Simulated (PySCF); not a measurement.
C₇H₁₀OSi, SMILES COc1cc(ccc1)[SiH3], GFN2-xTB optimised geometry.

```
19

C     -1.53    -2.49     0.00
O     -2.15    -1.24     0.00
C     -1.37    -0.12     0.00
C     -2.05     1.10     0.00
C     -1.35     2.29     0.00
C      0.04     2.28     0.00
C      0.74     1.08     0.00
Si     2.62     1.05     0.03
C      0.02    -0.12     0.00
H     -0.91    -2.64     0.90
H     -0.91    -2.64    -0.89
H     -2.34    -3.22     0.00
H     -3.13     1.08     0.00
H     -1.88     3.22     0.00
H      0.58     3.21     0.00
H      3.13     2.24    -0.66
H      3.09     1.06     1.42
H      3.10    -0.16    -0.63
H      0.57    -1.05     0.00
```

Density from B3LYP/def2-SVP run with PySCF 2.14.0 at that geometry.

Minimum of the electron density along straight lines between bonded atoms, close to the bond critical point (lines longer than 1.1 times the sum of covalent radii, or with two minima, are not listed):

```tsv
bond	length / Å	ρ at the minimum / e bohr⁻³	∇²ρ there / e bohr⁻⁵	position (fraction from the first atom)
C1–O2	1.405	…	-0.36	0.34
O2–C3	1.365	0.283	-0.34	0.66
C3–C4	1.396	0.312	-0.82	0.52
C4–C5	1.379	0.316	-0.82	0.50
C5–C6	1.385	0.314	-0.81	0.50
C6–C7	1.389	0.309	-0.78	0.50
C7–Si8	1.886	0.114	0.33	0.62
C3–C9	1.388	0.313	-0.81	0.52
C7–C9	1.393	0.306	-0.76	0.49
C1–H10	1.095	0.280	-1.06	0.64
C1–H11	1.095	0.281	-1.06	0.64
C1–H12	1.089	0.285	-1.11	0.64
C4–H13	1.079	0.284	-1.09	0.63
C5–H14	1.080	0.284	-1.08	0.63
C6–H15	1.080	0.284	-1.07	0.63
Si8–H16	1.464	0.117	0.33	0.49
Si8–H17	1.467	0.116	0.34	0.49
Si8–H18	1.466	0.116	0.34	0.49
C9–H19	1.080	0.284	-1.06	0.63
```

Fill in the missing entries.


- C1–O2, ρ at the minimum / e bohr⁻³: 0.257
